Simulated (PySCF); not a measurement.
Computed with PBE-D3(BJ)/def2-TZVP in PySCF 2.14.0. Gas-phase values, no solvent. Excitations are Tamm–Dancoff values on a coarser integration grid. The basis has no diffuse functions, so Rydberg states are missing or too high.

Reference species (SMILES): `[SiH3]B([SiH3])[SiH3]` (neutral, multiplicity 1).

The HOMO comes out as -6.86 eV and the S1 excitation (TDA) is 3.08 eV.

Changed species: `[SiH3]B([SiH3])Br` (2 of 3 Br replaced by SiH3; the reference has 3 of 3 Br replaced by SiH3).

Task: Give the shifts of the HOMO and S1 excitation (TDA).

Result: the HOMO goes up by 0.56 eV, to -6.30 eV; the S1 excitation (TDA) drops by 0.26 eV, to 2.82 eV.
